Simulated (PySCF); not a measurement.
# Computed structure and properties of [TlCl2]−

System: [TlCl2]− (singlet); start: displaced along the imaginary mode (C2v). Method: PySCF 2.14.0, RKS PBE, Tl def2-SVP with ECP60, Cl def2-SVP; non-relativistic Hamiltonian with scalar-relativistic core potentials where named; density fitting; no spin-orbit coupling.

Input of the relaxation:

```python
mol = gto.M(atom='''
Tl    -0.08530     0.00000     0.00000
Cl     0.25000     0.00000     2.83143
Cl     0.25000    -0.00000    -2.83143''',
    basis={'Tl': 'def2-SVP', 'Cl': 'def2-SVP'},
    ecp={'Tl': 'def2-SVP'},
    charge=-1, spin=0)
mf = dft.RKS(mol, xc='PBE')
mf.grids.atom_grid = (50, 194)
mf = mf.density_fit()  # fitting sets: Tl def2-universal-JKFIT, Cl def2-universal-JKFIT
mf.conv_tol = 1e-08; mf.max_cycle = 55
mf.kernel(dm0)  # dm0: converged density of the start geometry
# quasi-Newton relaxation in Cartesian coordinates to a largest gradient under 0.00045 Eh/bohr, steps kept in the point group
```

Run from Python with OMP_NUM_THREADS=2; the lines above give its settings. Where DIIS fails, smearing, a level shift and second-order steps follow.
It took 9.9 s on 2 threads of Arm Neoverse V1, with other jobs on the host, from the converged density of the start.

Course of the relaxation:

| step | energy above end (eV) | largest force component within the symmetry (eV/Å) |
| --- | --- | --- |
| 0 | 0.4897 | 0.156 |
| 1 | 0.4519 | 0.209 |
| 2 | 0.3855 | 0.277 |
| 3 | 0.3016 | 0.420 |
| 4 | 0.2084 | 0.564 |
| 5 | 0.1107 | 0.404 |
| 6 | 0.0243 | 0.194 |
| 7 | 0.0072 | 0.359 |
| 8 | 0.0013 | 0.042 |
| 9 | 0.0000 | 0.005 |

Relaxed geometry (C2v):

```xyz
3

Tl   -0.9893    0.0000    0.0000
Cl    0.7020    0.0000    2.0785
Cl    0.7020    0.0000   -2.0785
```

```
     contact      Å
Tl1–Cl2 (Cl)  2.680
Tl1–Cl3 (Cl)  2.680
```

On the finer grid (75, 302):

* HOMO: -0.65 eV
* LUMO: 2.53 eV
* Dipole about the centre of mass: 5.27 D
* Set of Mulliken populations of Tl1 outside the core potential: s 3.93, p 6.95, d 10.08
* D3(BJ) dispersion energy (not in the energies): -0.069 eV

| atom | Mulliken (e) | Löwdin (e) | spin (e) |
| --- | --- | --- | --- |
| Tl1 | 0.03 | -0.29 | 0.00 |
| Cl2 | -0.52 | -0.36 | 0.00 |
| Cl3 | -0.52 | -0.36 | 0.00 |

On the grid (50, 194), as all that follows. Harmonic modes: a minimum; lowest 73 cm⁻¹ (negative: unstable), highest 228 cm⁻¹, zero-point energy 0.032 eV.

Taking off one Cl (charge -1, singlet; the rest: singlet) in vacuum, both parts rigid, costs 2.44 eV; the small basis without counterpoise inflates it.

Rigid scan of Cl along the line from its metal:

```tsv
distance to Cl2 (Å)	energy (eV)
2.38	0.364
2.48	0.139
2.58	0.030
2.68	0.000
2.78	0.023
2.88	0.081
3.08	0.252
3.38	0.550
3.78	0.914
4.28	1.269
```

One start shape was tried, so this needn't be the lowest isomer.
